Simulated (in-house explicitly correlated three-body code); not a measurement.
Computed with an exponentially correlated three-body code. Model: two electrons around a point charge, non-relativistic, variational in 260 exponentially correlated functions (energies converged to about 1e-7 hartree, or 1e-8 relative for large Z).

Command:
```bash
python run_hyl.py task.json out
```
Settings (lengths in bohr, energies in hartree):
```
Z                      10
nuclear_mass           100
interaction_strength   1
functions              260
states_tried           13
```

Cost of the run: 28 s on 1 thread of Intel(R) Xeon(R) Platinum 8488C (Sapphire Rapids), on a shared host.

**Those bound S and P states to n = 4 that converged, binding against the one-electron ion.**

Given: nuclear charge 10; mass of the centre 100 electron masses.

Computed: one-electron threshold -49.5049505 hartree.

```csv
term,energy (hartree),binding (eV)
1 1S,-92.9668881,1182.7
2 3S,?,?
2 3P,-59.7842242,279.71
2 1S,-59.6983116,277.38
2 1P,-59.401721,269.3
3 3S,-54.1097918,125.3
3 3P,-54.0296431,123.12
3 1S,-54.012221,122.65
3 1P,-53.928622,120.37
4 3S,?,?
4 3P,-52.0396027,68.971
4 1S,-52.0332822,68.799
4 1P,-51.998607,67.856
```

(1) What belongs in the row 2 3S?

(2) What belongs in the row 4 3S?

**Converged states only, values per electron or pair.**

```csv
term,mean r (bohr),mean r squared (bohr²),mean inverse r (1/bohr),mean r12 (bohr),mean inverse r12 (1/bohr),mean cosine,mean p1 dot p2 (bohr⁻²),delta r1 (bohr⁻³),delta r12 (bohr⁻³)
1 1S,0.15744,0.033216,9.5912,0.23132,5.8895,-0.0093534,0.83657,288.85,31.813
2 3S,?,?,?,?,?,?,?,?,-
2 3P,?,?,?,?,?,?,?,?,-
2 1S,0.40692,0.27118,6.0735,0.67993,2.0724,-0.0059794,-0.09611,169.73,5.6022
2 1P,0.36027,0.20944,6.0529,0.58146,2.2543,0.054164,5.816,154.84,1.4825
3 3S,0.80954,1.238,5.4542,1.4781,0.86348,-0.00060776,-0.023267,159.14,-
3 3P,0.76604,1.1132,5.4505,1.3934,0.9513,-0.016554,-1.5325,154.2,-
3 1S,0.82443,1.2889,5.4485,1.5061,0.94483,-0.0015819,-0.051826,158.95,1.6305
3 1P,0.78203,1.165,5.4428,1.4203,0.99962,0.01361,1.428,154.51,0.4848
4 3S,1.3907,3.9051,5.2325,2.6357,0.50504,-0.00014259,-0.022722,156.42,-
4 3P,1.3516,3.7075,5.231,2.5583,0.54061,-0.0063338,-0.60722,154.37,-
4 1S,1.4105,4.0245,5.2302,2.6746,0.53793,-0.0005457,-0.033385,156.35,0.68154
4 1P,1.3726,3.8312,5.2279,2.5984,0.56105,0.0055234,0.55767,154.48,0.21053
```

(3) What belongs in the row 2 3S?

(4) What belongs in the row 2 3P?

## Answers

(1) energy (hartree): -60.067334; binding (eV): 287.42.

(2) energy (hartree): -52.072813; binding (eV): 69.875.

(3) mean r (bohr): 0.3967; mean r squared (bohr²): 0.25533; mean inverse r (1/bohr): 6.095; mean r12 (bohr): 0.66687; mean inverse r12 (1/bohr): 1.766; mean cosine: -0.0024226; mean p1 dot p2 (bohr⁻²): 0.035353; delta r1 (bohr⁻³): 170.62.

(4) mean r (bohr): 0.34844; mean r squared (bohr²): 0.19402; mean inverse r (1/bohr): 6.0834; mean r12 (bohr): 0.581; mean inverse r12 (1/bohr): 2.0986; mean cosine: -0.07175; mean p1 dot p2 (bohr⁻²): -6.5145; delta r1 (bohr⁻³): 153.24.
